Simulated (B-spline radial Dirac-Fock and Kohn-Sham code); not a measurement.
ΔSCF core binding energies without Breit or QED terms, calculated with a radial B-spline solver.

A sound run for the Ca⁷⁺ ion, 1s2 2s2 2p6 3s2 3p1: The ground state converged in 9 iterations, with total energy -663.22678 Ha, virial ratio 1.99112 and highest orbital energy -146.48 eV. ΔSCF binding energies: K (1s) 4203.3 eV, L3 (2p3/2) 497.7 eV. Holes are computed only in closed shells, and unreliable hole states are left out.

A second run, with one unsound setting: The ground state converged in 9 iterations, with total energy -655.07468 Ha, virial ratio 2.01401 and highest orbital energy -146.75 eV. ΔSCF binding energies: K (1s) 4108.3 eV, L3 (2p3/2) 499.0 eV. Holes are computed only in closed shells, and unreliable hole states are left out.

```
iter   energy (Ha)        error
   1     -649.19544966  1.32e+00
   2     -654.85317648  3.02e-01
   3     -655.03749598  1.24e-01
   4     -655.06850189  5.05e-02
   5     -655.07445498  9.29e-03
   6     -655.07467983  1.15e-04
   7     -655.07467988  7.51e-06
   8     -655.07467988  5.46e-07
   9     -655.07467988  1.24e-08
```

Question: Which fault fits the second run best?
A. too few iterations
B. speed of light below Z
C. nuclear radius in wrong units
D. functional not served

Answer: C. The input had radius_factor = 100.0: radius_factor inflates the nucleus far beyond its size, which weakens the binding of the inner electrons.
